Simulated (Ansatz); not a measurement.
```yaml
crystal:
  periodic: [false, false, false]
  atoms:
    - {symbol: C, position_ang: [-1.071122, -4.293490, -2.175546]}
    - {symbol: P, position_ang: [0.861791, -0.735191, -2.049740]}
    - {symbol: C, position_ang: [-2.313424, 1.913579, -1.688113]}
    - {symbol: C, position_ang: [-4.317604, 1.244901, -4.310732]}
    - {symbol: C, position_ang: [-4.120365, 1.745398, 1.127104]}
    - {symbol: C, position_ang: [-1.118231, 5.031253, -2.091886]}
    - {symbol: C, position_ang: [2.855475, -1.085872, 1.579241]}
    - {symbol: C, position_ang: [3.852002, 1.943871, 2.621914]}
    - {symbol: C, position_ang: [5.605842, -2.885061, 0.834855]}
    - {symbol: C, position_ang: [1.198305, -2.642344, 4.045551]}
    - {symbol: H, position_ang: [-2.044932, -4.590166, -4.347122]}
    - {symbol: H, position_ang: [-2.788397, -4.539567, -0.511225]}
    - {symbol: H, position_ang: [0.535711, -6.052734, -1.874676]}
    - {symbol: H, position_ang: [-3.074689, 1.138733, -6.369198]}
    - {symbol: H, position_ang: [-5.500969, -0.826411, -4.036411]}
    - {symbol: H, position_ang: [-5.955917, 2.997060, -4.530896]}
    - {symbol: H, position_ang: [-2.872432, 2.476483, 3.042888]}
    - {symbol: H, position_ang: [-6.047252, 3.183257, 0.939335]}
    - {symbol: H, position_ang: [-4.926917, -0.477722, 1.556461]}
    - {symbol: H, position_ang: [0.307914, 5.708899, -0.286480]}
    - {symbol: H, position_ang: [-2.950134, 6.593845, -2.198814]}
    - {symbol: H, position_ang: [0.137777, 5.213527, -4.133295]}
    - {symbol: H, position_ang: [2.022136, 3.262090, 3.445439]}
    - {symbol: H, position_ang: [4.937901, 3.172992, 0.862492]}
    - {symbol: H, position_ang: [5.429923, 1.696945, 4.426395]}
    - {symbol: H, position_ang: [6.950826, -3.164716, 2.814977]}
    - {symbol: H, position_ang: [6.939815, -1.791027, -0.837191]}
    - {symbol: H, position_ang: [5.057899, -5.080527, 0.020893]}
    - {symbol: H, position_ang: [2.619984, -2.804097, 5.986418]}
    - {symbol: H, position_ang: [-0.788270, -1.473426, 4.703099]}
    - {symbol: H, position_ang: [0.577398, -4.880417, 3.434264]}
basis:
  gaussian: {orbitals: def2-TZVPD}
hamiltonian: {xc: {name: BHLYP}, dispersion: d3bjatm}
output: {forces: true}
```

```sh
$ ansatz run in.yaml --threads 4 --pin off --events-out ev --progress --plain --max-ram 46080MiB --backend cuda --devices 0, --max-vram 37GiB
```

Shortened log:

```
Functional definition: BHLYP
3457 factors; their error is unknown
mean field evaluation 1: about -18741.0072 eV, gradient 7.3e1 eV
mean field evaluation 2: about -16531.1204 eV, gradient 6.3e2 eV
mean field evaluation 4: about -17414.4607 eV, gradient 4.9e2 eV
mean field evaluation 8: about -18810.8345 eV, gradient 1.3e1 eV
mean field evaluation 16: about -18814.5271 eV, gradient 3.4e-1 eV
mean field evaluation 32: about -18814.6010 eV, gradient 7.5e-6 eV
mean field -18814.60096186 eV, -691.4238323538 hartree, gradient 5.6e-7 eV, S^2 0.000000; 9 other end points of the search recorded, 0 dependent functions left out
reference -18814.60155278 eV, -691.4238540697 hartree; 45, 45 occupied and 520, 520 virtual orbitals, 3457 factors
Total energy: -18815.09735205 eV, -691.4420743568 hartree
Atom 0 at    -1.071122    -4.293490    -2.175546 Å, force    -0.705752    -1.675131    -0.229206 eV/Å
Atom 1 at     0.861791    -0.735191    -2.049740 Å, force    -0.368345    -0.504630     0.140957 eV/Å
Atom 2 at    -2.313424     1.913579    -1.688113 Å, force    -0.158671     0.344755    -0.433349 eV/Å
Atom 3 at    -4.317604     1.244901    -4.310732 Å, force    -1.315090    -0.507615    -1.492976 eV/Å
Atom 4 at    -4.120365     1.745398     1.127104 Å, force    -1.532747    -0.041091     1.920667 eV/Å
Atom 5 at    -1.118231     5.031253    -2.091886 Å, force     0.830814     1.889268    -0.121394 eV/Å
Atom 6 at     2.855475    -1.085872     1.579241 Å, force     0.510717     0.124369     0.091845 eV/Å
Atom 7 at     3.852002     1.943871     2.621914 Å, force     0.508445     1.915163     0.661949 eV/Å
Atom 8 at     5.605842    -2.885061     0.834855 Å, force     1.572496    -1.264886    -0.413744 eV/Å
Atom 9 at     1.198305    -2.642344     4.045551 Å, force    -0.910803    -1.381702     1.792348 eV/Å
Atom 10 at    -2.044932    -4.590166    -4.347122 Å, force     0.954240     0.295330     2.158273 eV/Å
Atom 11 at    -2.788397    -4.539567    -0.511225 Å, force     1.674239     0.247767    -1.622957 eV/Å
Atom 12 at     0.535711    -6.052734    -1.874676 Å, force    -1.588538     1.733154    -0.288909 eV/Å
Atom 13 at    -3.074689     1.138733    -6.369198 Å, force    -1.088466     0.099591     1.937341 eV/Å
Atom 14 at    -5.500969    -0.826411    -4.036411 Å, force     1.209387     2.076361    -0.258496 eV/Å
Atom 15 at    -5.955917     2.997060    -4.530896 Å, force     1.523751    -1.557895     0.263280 eV/Å
Atom 16 at    -2.872432     2.476483     3.042888 Å, force    -1.027645    -0.664639    -1.717995 eV/Å
Atom 17 at    -6.047252     3.183257     0.939335 Å, force     1.924552    -1.435064     0.158884 eV/Å
Atom 18 at    -4.926917    -0.477722     1.556461 Å, force     0.778501     2.066706    -0.435150 eV/Å
Atom 19 at     0.307914     5.708899    -0.286480 Å, force    -1.430573    -0.708193    -1.809132 eV/Å
Atom 20 at    -2.950134     6.593845    -2.198814 Å, force     1.605357    -1.472542     0.103058 eV/Å
Atom 21 at     0.137777     5.213527    -4.133295 Å, force    -1.171639    -0.229394     1.891956 eV/Å
Atom 22 at     2.022136     3.262090     3.445439 Å, force     1.776300    -1.323998    -0.835643 eV/Å
Atom 23 at     4.937901     3.172992     0.862492 Å, force    -1.036557    -1.193470     1.610773 eV/Å
Atom 24 at     5.429923     1.696945     4.426395 Å, force    -1.435764     0.136875    -1.646033 eV/Å
Atom 25 at     6.950826    -3.164716     2.814977 Å, force    -1.282721     0.296255    -1.794612 eV/Å
Atom 26 at     6.939815    -1.791027    -0.837191 Å, force    -1.282205    -0.956927     1.537610 eV/Å
Atom 27 at     5.057899    -5.080527     0.020893 Å, force     0.525223     2.207108     0.812701 eV/Å
Atom 28 at     2.619984    -2.804097     5.986418 Å, force    -1.363263     0.152735    -1.934372 eV/Å
Atom 29 at    -0.788270    -1.473426     4.703099 Å, force     1.658282    -0.899528    -0.644743 eV/Å
Atom 30 at     0.577398    -4.880417     3.434264 Å, force     0.646474     2.231267     0.597067 eV/Å
Dipole moment:     0.297178     0.075970    -0.216520 e Å
```

Task: What is wrong with this run?

Result: The geometry is stretched to more than twice its size. The calculation finished and met its thresholds. The result belongs to that input, not to the molecule as meant.
